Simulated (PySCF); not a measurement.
Species: C5H9BO2.
Structure used (PBE0-D3(BJ)/def2-SVP), in Å, numbered top down from 1:
```
atom  x, y, z in Å
C1    -1.586   -0.818   -1.155
C2    -1.112   -0.810    0.276
C3    -1.667    0.186    1.296
C4    -0.299    0.291    0.785
C5     0.866    0.935    0.725
B6     2.022    0.442   -0.198
O7     1.846   -0.673   -0.961
O8     3.227    1.086   -0.289
H9    -2.501   -1.418   -1.271
H10   -1.800    0.205   -1.500
H11   -0.804   -1.233   -1.809
H12   -0.867   -1.800    0.682
H13   -2.406    0.920    0.951
H14   -1.825   -0.156    2.325
H15    0.983    1.832    1.350
H16    2.635   -0.859   -1.482
H17    3.277    1.863    0.273
```

Linear response at B3LYP/def2-SVPD (PySCF, frozen core in the response, non-relativistic). Isolated species at its PBE0-D3(BJ)/def2-SVP geometry (one conformer only).

Static isotropic polarisability: 83.88 au (12.43 Å³), principal values 61.9, 82.1, 107.6 au.

Q: What is the polarisability at 1064 nm and at the sodium D line?

A: 84.75 au at 1064 nm (+1.0 %), 86.87 au at 589.3 nm (+3.6 %). The rise at 589.3 nm is 3.42 times that at 1064 nm; a pure ω² law gives 3.26. The lowest singlet lies at 227 nm, shorter than both wavelengths.

Q: What is the isotropic C6 coefficient between two such molecules, C6 = (3/π)∫α(iω)² dω?

A: 2814 au (Eh·bohr⁶) by a ten-point quadrature over imaginary frequencies, which is 1680 eV·Å⁶ or 162 J·nm⁶/mol.

Q: Which effective excitation energy ω̄ makes London's formula C6 = (3/4)α²ω̄ exact here?

A: ω̄ = 4·C6/(3α²) = 0.533 Eh = 14.5 eV. A one-pole form α(ω) = α/(1 − ω²/ω̄²) fitted to the 1064 nm value gives 11.5 eV. London's choice of the ionisation energy (9.41 eV, ΔSCF at the same level) gives C6 = 1830 au, 35 % too low.

Q: How anisotropic is the static polarisability, by Δα² = ½[(α1 − α2)² + (α2 − α3)² + (α3 − α1)²]?

A: Δα = 39.6 au, or 0.47 of the isotropic value.

Q: What does −C6/R⁶ come to at R = 12 Å between centres?

A: -54 J/mol. This is the leading, orientation-averaged term; C8 and higher terms are left out.

Q: The lowest 10 singlets have (eV, f): 5.47, 0.001; 5.95, 0.012; 6.23, 0.308; 6.33, 0.140; 6.81, 0.019; 7.19, 0.004; 7.30, 0.001; 7.32, 0.039; 7.33, 0.029; 7.60, 0.049. What share of the static polarisability do they carry in the sum over states α = Σ f/ω²?

A: 10.70 au, 12.8 % of α; the largest term, 5.88 au, is that of the state at 6.23 eV. Their oscillator strengths add up to 0.60. Higher states carry the rest.

Q: How many electrons N does the Slater–Kirkwood formula C6 = (3/4)·√N·α^(3/2) need to give this C6?

A: N = (4·C6/3)²/α³ = 23.9; the species has 60 electrons in all.

Q: What n − 1 at the D line would an ideal gas of it have at 273.15 K and 1 atm (2.6868 × 10¹⁹ cm⁻³), by n − 1 = 2π·N·α′?

A: 21.73 × 10⁻⁴, a formal value whether or not that pressure can be reached.
